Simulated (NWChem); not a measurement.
Everything below was run with NWChem. System: C$_{4}$H$_{4}$N$_{2}$, charge 1, spin multiplicity 2, at the geometry of a parent with another charge or spin, in a state set for the comparison that need not be this species' ground state. Its SCF solution wasn't tested for a lower state. Level: UPBE/def2-SVP.

The NWChem input:

```
start mol
memory heap 200 mb stack 900 mb global 1100 mb
charge 1
geometry units angstroms nocenter noautoz
  C      0.000000     0.000000    -1.353573
  C     -1.182674     0.000000    -0.618049
  N     -1.189525     0.000000     0.712293
  C      0.000000     0.000000     1.307261
  N      1.189525     0.000000     0.712293
  C      1.182674     0.000000    -0.618049
  H      0.000000     0.000000    -2.445192
  H     -2.158686     0.000000    -1.118345
  H      0.000000     0.000000     2.404245
  H      2.158686     0.000000    -1.118345
  symmetry group C2v
end
basis spherical
  * library def2-svp
end
dft
  xc xpbe96 cpbe96
  odft
  mult 2
  semidirect memsize 60000000 filesize 0
  iterations 100
end
task dft energy
```

Part of the output:

```
             Northwest Computational Chemistry Package (NWChem) 7.3.0
             --------------------------------------------------------

                                NWChem Input Module
                                -------------------

 Scaling coordinates for geometry "geometry" by  1.889725989
 (inverse scale =  0.529177249)

 Turning off AUTOSYM since
 SYMMETRY directive was detected!

                             Geometry "geometry" -> ""
                             -------------------------

 Output coordinates in angstroms (scale by  1.889725989 to convert to a.u.)

  No.       Tag          Charge          X              Y              Z
 ---- ---------------- ---------- -------------- -------------- --------------
    1 C                    6.0000     0.00000000     0.00000000    -1.35357300
    2 C                    6.0000    -1.18267400     0.00000000    -0.61804900
    3 N                    7.0000    -1.18952500     0.00000000     0.71229300
    4 C                    6.0000     0.00000000     0.00000000     1.30726100
    5 N                    7.0000     1.18952500     0.00000000     0.71229300
    6 C                    6.0000     1.18267400     0.00000000    -0.61804900
    7 H                    1.0000     0.00000000     0.00000000    -2.44519200
    8 H                    1.0000    -2.15868600     0.00000000    -1.11834500
    9 H                    1.0000     0.00000000     0.00000000     2.40424500
   10 H                    1.0000     2.15868600     0.00000000    -1.11834500

 Effective nuclear repulsion energy (a.u.)     209.2745951834

            Nuclear Dipole moment (a.u.)
            ----------------------------
        X                 Y               Z
 ---------------- ---------------- ----------------
     0.0000000000     0.0000000000     0.0000094486

      Symmetry information
      --------------------

 Group name             C2v
 Group number             16
 Group order               4
 No. of unique centers     7

      Symmetry unique atoms

     1    2    3    4    7    8    9


 Summary of "ao basis" -> "" (spherical)
 ------------------------------------------------------------------------------
       Tag                 Description            Shells   Functions and Types
 ---------------- ------------------------------  ------  ---------------------
 *                          def2-svp                  on all atoms

  pbe96 is a nonlocal functional; adding pw91lda local functional.

                                 NWChem DFT Module
                                 -----------------

 Summary of "ao basis" -> "ao basis" (spherical)
 ------------------------------------------------------------------------------
       Tag                 Description            Shells   Functions and Types
 ---------------- ------------------------------  ------  ---------------------
 C                          def2-svp                 6       14   3s2p1d
 N                          def2-svp                 6       14   3s2p1d
 H                          def2-svp                 3        5   2s1p

 Summary of "ao basis" -> "ao basis" (spherical)
 ------------------------------------------------------------------------------
       Tag                 Description            Shells   Functions and Types
 ---------------- ------------------------------  ------  ---------------------
 C                          def2-svp                 6       14   3s2p1d
 N                          def2-svp                 6       14   3s2p1d
 H                          def2-svp                 3        5   2s1p

      Symmetry analysis of basis
      --------------------------

        a1         44
        a2         11
        b1         32
        b2         17

            General Information
            -------------------
          SCF calculation type: DFT
          Wavefunction type:  spin polarized.
          No. of atoms     :    10
          No. of electrons :    41
           Alpha electrons :    21
            Beta electrons :    20
          Charge           :     1
          Spin multiplicity:     2
          Use of symmetry is: on ; symmetry adaption is: on
          Maximum number of iterations: 100
          AO basis - number of functions:   104
                     number of shells:    48
          Convergence on energy requested:  1.00D-06
          Convergence on density requested:  1.00D-05
          Convergence on gradient requested:  5.00D-04

              XC Information
              --------------
          PerdewBurkeErnzerhof Exchange Functional  1.000
            Perdew 1991 LDA Correlation Functional  1.000 local
           PerdewBurkeErnz. Correlation Functional  1.000 non-local

             Grid Information
             ----------------
          Grid used for XC integration:  medium
          Radial quadrature: Mura-Knowles
          Angular quadrature: Lebedev.
          Tag              B.-S. Rad. Rad. Pts. Rad. Cut. Ang. Pts.
          ---              ---------- --------- --------- ---------
          C                   0.70       49          10.0       434
          N                   0.65       49          10.0       434
          H                   0.35       45          12.0       434
          Grid pruning is: on
          Number of quadrature shells:   331
          Spatial weights used:  Erf1

          Convergence Information
          -----------------------
          Convergence aids based upon iterative change in
          total energy or number of iterations.
          Levelshifting, if invoked, occurs when the
          HOMO/LUMO gap drops below (HL_TOL):  1.00D-02
[...]
  ----- ------------  ---------------      ----- ------------  ---------------
    32      0.370048   3 N  px               60      0.370048   5 N  px
     4     -0.232408   1 C  px               35     -0.231215   3 N  px
    63     -0.231215   5 N  px               46      0.184497   4 C  px
    90     -0.161733   8 H  s               100      0.161733  10 H  s
    18      0.148913   2 C  px               74      0.148913   6 C  px

 Vector   22  Occ=0.000000D+00  E=-3.236234D-01  Symmetry=a2
              MO Center= -4.1D-15,  1.2D-16, -2.4D-01, r^2= 2.9D+00
   Bfn.  Coefficient  Atom+Function         Bfn.  Coefficient  Atom+Function
  ----- ------------  ---------------      ----- ------------  ---------------
    19      0.413777   2 C  py               75     -0.413777   6 C  py
    22      0.375261   2 C  py               78     -0.375261   6 C  py
    33      0.298670   3 N  py               61     -0.298670   5 N  py
    36     -0.292718   3 N  py               64      0.292718   5 N  py
    10     -0.036531   1 C  d -2             52      0.032997   4 C  d -2

 Vector   23  Occ=0.000000D+00  E=-3.069751D-01  Symmetry=b2
              MO Center=  2.1D-15,  8.6D-16,  2.7D-01, r^2= 2.9D+00
   Bfn.  Coefficient  Atom+Function         Bfn.  Coefficient  Atom+Function
  ----- ------------  ---------------      ----- ------------  ---------------
    47      0.490605   4 C  py               50      0.435492   4 C  py
     8      0.395416   1 C  py                5      0.359530   1 C  py
    33      0.223921   3 N  py               61      0.223921   5 N  py
    36     -0.207992   3 N  py               64     -0.207992   5 N  py
    22     -0.197360   2 C  py               78     -0.197360   6 C  py

 Vector   24  Occ=0.000000D+00  E=-1.667553D-01  Symmetry=b2
              MO Center= -6.9D-16,  1.1D-16, -2.1D-01, r^2= 3.1D+00
   Bfn.  Coefficient  Atom+Function         Bfn.  Coefficient  Atom+Function
  ----- ------------  ---------------      ----- ------------  ---------------
     8      0.523853   1 C  py               22     -0.445692   2 C  py
    78     -0.445692   6 C  py                5      0.381796   1 C  py
    36      0.352753   3 N  py               64      0.352753   5 N  py
    50     -0.343573   4 C  py               19     -0.333751   2 C  py
    75     -0.333751   6 C  py               33     -0.314834   3 N  py

                     DFT Final Beta Molecular Orbital Analysis
                     -----------------------------------------

 Vector   18  Occ=1.000000D+00  E=-5.457977D-01  Symmetry=a2
              MO Center= -5.3D-15,  4.2D-15,  2.5D-01, r^2= 2.5D+00
   Bfn.  Coefficient  Atom+Function         Bfn.  Coefficient  Atom+Function
  ----- ------------  ---------------      ----- ------------  ---------------
    33      0.365360   3 N  py               61     -0.365360   5 N  py
    19     -0.269950   2 C  py               75      0.269950   6 C  py
    36     -0.230638   3 N  py               64      0.230638   5 N  py
    22     -0.143278   2 C  py               78      0.143278   6 C  py
    52      0.029970   4 C  d -2

 Vector   19  Occ=1.000000D+00  E=-5.028832D-01  Symmetry=b2
              MO Center=  1.1D-15, -2.2D-16, -3.9D-01, r^2= 2.6D+00
   Bfn.  Coefficient  Atom+Function         Bfn.  Coefficient  Atom+Function
  ----- ------------  ---------------      ----- ------------  ---------------
     5      0.396818   1 C  py               47     -0.315191   4 C  py
    19      0.243457   2 C  py               75      0.243457   6 C  py
     8      0.229879   1 C  py               50     -0.177942   4 C  py
    33      0.146659   3 N  py               61      0.146659   5 N  py
    22      0.132870   2 C  py               78      0.132870   6 C  py

 Vector   20  Occ=1.000000D+00  E=-5.025121D-01  Symmetry=a1
              MO Center=  4.9D-15,  7.1D-17,  7.3D-01, r^2= 3.1D+00
   Bfn.  Coefficient  Atom+Function         Bfn.  Coefficient  Atom+Function
  ----- ------------  ---------------      ----- ------------  ---------------
    34      0.278083   3 N  pz               62      0.278083   5 N  pz
    31     -0.222788   3 N  s                59     -0.222788   5 N  s
    95      0.215242   9 H  s                30     -0.214098   3 N  s
    58     -0.214098   5 N  s                32     -0.193658   3 N  px
    60      0.193658   5 N  px                6     -0.185360   1 C  pz

 Vector   21  Occ=0.000000D+00  E=-4.583806D-01  Symmetry=b1
              MO Center= -7.1D-15, -2.6D-16,  4.8D-01, r^2= 3.2D+00
   Bfn.  Coefficient  Atom+Function         Bfn.  Coefficient  Atom+Function
  ----- ------------  ---------------      ----- ------------  ---------------
    32      0.374694   3 N  px               60      0.374694   5 N  px
    35     -0.252524   3 N  px               63     -0.252524   5 N  px
     4     -0.205185   1 C  px               46      0.189013   4 C  px
     7     -0.167336   1 C  px               34     -0.140910   3 N  pz
    62      0.140910   5 N  pz               90     -0.140288   8 H  s

 Vector   22  Occ=0.000000D+00  E=-3.193026D-01  Symmetry=a2
              MO Center= -4.2D-15, -6.6D-16, -2.0D-01, r^2= 2.9D+00
   Bfn.  Coefficient  Atom+Function         Bfn.  Coefficient  Atom+Function
  ----- ------------  ---------------      ----- ------------  ---------------
    19      0.406183   2 C  py               75     -0.406183   6 C  py
    22      0.370309   2 C  py               78     -0.370309   6 C  py
    33      0.308839   3 N  py               61     -0.308839   5 N  py
    36     -0.303469   3 N  py               64      0.303469   5 N  py
    10     -0.035434   1 C  d -2             52      0.034784   4 C  d -2

 Vector   23  Occ=0.000000D+00  E=-3.046265D-01  Symmetry=b2
              MO Center=  2.7D-15, -3.1D-16,  2.0D-01, r^2= 3.0D+00
   Bfn.  Coefficient  Atom+Function         Bfn.  Coefficient  Atom+Function
  ----- ------------  ---------------      ----- ------------  ---------------
    47      0.476192   4 C  py               50      0.421789   4 C  py
     8      0.412421   1 C  py                5      0.373085   1 C  py
    33      0.222580   3 N  py               61      0.222580   5 N  py
    36     -0.206053   3 N  py               64     -0.206053   5 N  py
    22     -0.204946   2 C  py               78     -0.204946   6 C  py

   alpha - beta orbital overlaps
   -----------------------------

   alpha      1      2      3      4      5      6      7      8      9     10
    beta      2      1      3      4      5      6      7      8      9     10
 overlap   1.000  1.000  1.000  1.000  1.000  1.000  1.000  1.000  1.000  0.999

   alpha     11     12     13     14     15     16     17     18     19     20
    beta     11     12     13     14     15     16     17     18     20     19
 overlap   1.000  0.999  0.996  1.000  0.996  0.994  0.982  0.999  0.984  1.000

   alpha     21     22     23     24     25     26     27     28     29     30
    beta     21     22     23     24     25     26     27     28     29     30
 overlap   0.993  0.999  0.999  1.000  1.000  1.000  1.000  1.000  0.999  1.000

   alpha     31     32     33     34     35     36     37     38     39     40
    beta     31     32     33     34     35     36     37     38     39     42
 overlap   0.989  0.999  0.990  0.999  1.000  1.000  1.000  0.999  0.995  0.999

   alpha     41     42     43     44     45     46     47     48     49     50
    beta     40     41     43     44     45     47     46     48     50     49
 overlap   1.000  1.000  0.995  0.998  1.000  0.998  1.000  1.000  0.998  0.999

   alpha     51     52     53     54     55     56     57     58     59     60
    beta     51     52     53     54     55     56     57     58     59     60
 overlap   0.999  1.000  0.995  0.998  1.000  0.997  1.000  0.999  1.000  1.000

   alpha     61     62     63     64     65     66     67     68     69     70
    beta     61     62     63     65     64     66     67     68     69     70
 overlap   1.000  1.000  1.000  1.000  1.000  1.000  1.000  1.000  1.000  0.999

   alpha     71     72     73     74     75     76     77     78     79     80
    beta     71     72     73     75     74     76     77     78     79     80
 overlap   0.999  0.999  1.000  0.998  0.999  0.999  1.000  0.999  1.000  0.999

   alpha     81     82     83     84     85     86     87     88     89     90
    beta     81     82     83     84     85     86     87     88     89     90
 overlap   1.000  0.999  1.000  0.998  0.998  1.000  0.999  0.999  1.000  0.999

   alpha     91     92     93     94     95     96     97     98     99    100
    beta     91     92     93     94     95     96     97     98     99    100
 overlap   0.999  1.000  1.000  0.999  1.000  1.000  1.000  0.999  0.999  0.998

   alpha    101    102    103    104
    beta    101    102    103    104
 overlap   1.000  0.998  1.000  1.000

     --------------------------
     Expectation value of S2:
     --------------------------
      <S2> =      0.7540 (Exact =     0.7500)

 center of mass
 --------------
 x =  -0.00000000 y =   0.00000000 z =   0.05345890

 moments of inertia (a.u.)
 ------------------
         286.321661813079           0.000000000000           0.000000000000
           0.000000000000         581.255311681598           0.000000000000
           0.000000000000           0.000000000000         294.933649868519

     Multipole analysis of the density
     ---------------------------------

     L   x y z        total         alpha         beta         nuclear
     -   - - -        -----         -----         ----         -------
     0   0 0 0      1.000000    -21.000000    -20.000000     42.000000

     1   1 0 0     -0.000000     -0.000000     -0.000000      0.000000
     1   0 1 0     -0.000000     -0.000000     -0.000000      0.000000
     1   0 0 1     -0.649668     -0.798322      0.148645      0.000009

     2   2 0 0    -17.377026    -94.968402    -86.370614    163.961990
     2   1 1 0     -0.000000     -0.000000     -0.000000      0.000000
     2   1 0 1     -0.000000      0.000000     -0.000000      0.000000
     2   0 2 0    -24.441821    -12.404155    -12.037666      0.000000
     2   0 1 1     -0.000000     -0.000000     -0.000000      0.000000
     2   0 0 2    -15.006951    -93.433267    -90.107099    168.533414

 Task  times  cpu:        4.6s     wall:        4.6s

 Total times  cpu:        4.6s     wall:        4.6s
```
